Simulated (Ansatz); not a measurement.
One geometry of B₃N₃, several levels of theory.

```yaml
crystal:
  periodic: [false, false, false]
  atoms:
    - {symbol: B, position_ang: [0.190806, 0.584092, -0.285555]}
    - {symbol: B, position_ang: [-0.364580, -1.642993, 0.994006]}
    - {symbol: B, position_ang: [0.404206, 2.646491, -1.806347]}
    - {symbol: N, position_ang: [0.510204, 1.713087, -0.889760]}
    - {symbol: N, position_ang: [-0.095627, -0.526989, 0.340069]}
    - {symbol: N, position_ang: [-0.645019, -2.773679, 1.647587]}
basis:
  gaussian: {orbitals: def2-TZVP, initial_orbitals: start.molden}
hamiltonian: {xc: pbe0, dispersion: d4}
scf: {omitted_lower_state_checks: [starts]}
output: {orbitals: {seedname: orbitals}}
```

The file start.molden holds the orbitals of an earlier run on this structure, at another level or in another basis.

```sh
$ ansatz run in.yaml --threads 4 --pin off --events-out ev --progress --plain --max-ram 3916MiB
```

It prints (some lines left out):

```
Functional definition: PBE0
  name "PBE0"
  cite "Adamo & Barone, J. Chem. Phys. 110, 6158 (1999) doi:10.1063/1.478522"
  cite "Perdew, Burke & Ernzerhof, Phys. Rev. Lett. 77, 3865 (1996) doi:10.1103/PhysRevLett.77.3865"
  parent pbe
  parameter a = 0.25
  parameter kappa = 0.804
  parameter beta = 0.06672455060314922
  exchange = (1 - a)*pbe_x(kappa = kappa, mu = beta*pi^2/3) + a*exact_x
  correlation = pbe_c(beta = beta)
these checks for a lower state are left out or cut short: starts
972 factors; their error is unknown
mean field evaluation 1: about -6384.4808 eV, gradient 1.9e2 eV
mean field evaluation 2: about -6431.0836 eV, gradient 7.0e1 eV
mean field evaluation 4: about -6486.2082 eV, gradient 2.5e1 eV
mean field evaluation 8: about -6488.7404 eV, gradient 5.4e-1 eV
mean field evaluation 16: about -6488.7634 eV, gradient 5.8e-5 eV
mean field -6488.76342070 eV, -238.4576574688 hartree, gradient 6.7e-6 eV, S^2 0.000000; 0 other end points of the search recorded, 0 dependent functions left out
reference -6488.76345548 eV, -238.4576587470 hartree; 18, 18 occupied and 168, 168 virtual orbitals, 972 factors
Total energy: -6488.88485613 eV, -238.4621201386 hartree
Checks for a lower state left out: starts
```

Hardware: 4 threads of Arm Neoverse V1 on a shared host. Wall time 3.4 s.

The first input with `hamiltonian: {xc: {name: B97M-V}}` (abridged; 9 s):

```
Functional definition: B97M-V
mean field evaluation 16: about -6497.9621 eV, gradient 8.4e-7 eV
mean field -6497.96207728 eV, -238.7957018633 hartree, gradient 5.0e-6 eV, S^2 0.000000
Total energy: -6497.96214595 eV, -238.7957043866 hartree
Checks for a lower state left out: starts
```

First input, but with `hamiltonian: {xc: {name: CAM-B3LYP}, dispersion: d4}` (abridged; 3.5 s):

```
Functional definition: CAM-B3LYP
mean field evaluation 16: about -6493.2702 eV, gradient 2.1e-5 eV
mean field -6493.27019516 eV, -238.6232783756 hartree, gradient 9.0e-6 eV, S^2 0.000000
Total energy: -6493.39358263 eV, -238.6278127816 hartree
Checks for a lower state left out: starts
```

The first input with `hamiltonian: {xc: r2scan, dispersion: d4}` (abridged; 4.8 s):

```
Functional definition: r2SCAN
mean field evaluation 16: about -6493.6627 eV, gradient 1.2e-4 eV
mean field -6493.66268302 eV, -238.6377020385 hartree, gradient 8.3e-6 eV, S^2 0.000000
Total energy: -6493.69850489 eV, -238.6390184679 hartree
Checks for a lower state left out: starts
```

First input, but with `hamiltonian: {xc: pbe, dispersion: d4}`, `output: {forces: true, orbitals: {seedname: orbitals}}` (abridged; 2.4 s):

```
Functional definition: PBE
mean field evaluation 16: about -6489.4673 eV, gradient 8.2e-6 eV
mean field -6489.46730255 eV, -238.4835246497 hartree, gradient 8.2e-6 eV, S^2 0.000000
Total energy: -6489.61112621 eV, -238.4888100717 hartree
Atom 0 force    -0.222665    -0.698701     0.344914 eV/Å
Atom 1 force    -0.090156    -0.457993     0.290734 eV/Å
Atom 2 force     0.001851    -0.225326     0.194306 eV/Å
Atom 3 force     0.195679     0.818719    -0.478571 eV/Å
Atom 4 force     0.154094     0.705596    -0.429288 eV/Å
Atom 5 force    -0.038803    -0.142296     0.077905 eV/Å
Dipole moment:     0.179675     0.639332    -0.344797 e Å
Checks for a lower state left out: starts
```

As the first input, with `gaussian: {orbitals: def2-TZVPP, initial_orbitals: start.molden}`, `correlation: {method: ccsd_t}` and without the key `hamiltonian` (abridged; 2.2 min):

```
Functional definition: HF
mean field evaluation 16: about -6458.4363 eV, gradient 1.1e1 eV
mean field evaluation 32: about -6458.8882 eV, gradient 7.6e-8 eV
mean field evaluation 64: about -6458.6618 eV, gradient 5.6e0 eV
mean field evaluation 96: about -6448.9044 eV, gradient 3.9e0 eV
mean field -6458.88822861 eV, -237.3597644099 hartree, gradient 5.7e-9 eV, S^2 0.000000; 1 other end points of the search recorded, 0 dependent functions left out; unrestricted orbitals would lower it
determinant -6458.88822861 eV, -237.3597644099 hartree, with singles and doubles -6480.95655667 eV, -238.1707605074 hartree
determinant -6458.87946826 eV, -237.3594424727 hartree, with singles and doubles -6480.96255003 eV, -238.1709807594 hartree
determinant -6458.88822861 eV, -237.3597644099 hartree, with singles and doubles -6480.82613639 eV, -238.1659676506 hartree
determinant -6458.87946826 eV, -237.3594424727 hartree, with singles and doubles -6480.76891914 eV, -238.1638649554 hartree
mean field evaluation 128: about -6458.6442 eV, gradient 1.2e0 eV
mean field evaluation 160: about -6458.9216 eV, gradient 1.1e0 eV
mean field evaluation 192: about -6459.5130 eV, gradient 1.7e0 eV
unrestricted determinant -6461.59339743 eV, -237.4591775304 hartree, S^2 1.0725
6 core orbitals not correlated: weight in the atoms' cores, before any rotation towards them, 1.000 or more for the frozen orbitals, at most 0.000 for the correlated occupied ones
second order -20.83395098 eV of doubles, -0.00000000 eV of singles
cycle   1  -21.88944800 eV  change    2.9e-6 eV  update   1.6e-5
perturbative correction -1.49239935 eV, -0.0548446646 hartree
Total energy: -6482.26131561 eV, -238.2187095143 hartree
Checks for a lower state left out: starts
```

Geometry: PBE0-D4/def2-SVP.

Correlated methods freeze 6 core orbitals. At r2SCAN-D4/def2-TZVP, PBE-D4/def2-TZVP an occupied level of the charge 0 singlet lies above an empty one (by up to 0.43 eV), so this SCF solution is probably not the lowest. At CCSD(T)/def2-TZVPP T1 of the charge 0 singlet is large (up to 0.069), so the single-reference result is doubtful. At CCSD(T)/def2-TZVPP the stability test found the charge 0 singlet unstable. Another isomer (singlet) lies 5.17 eV lower at PBE0-D4/def2-TZVP; other spin states weren't run for this one.
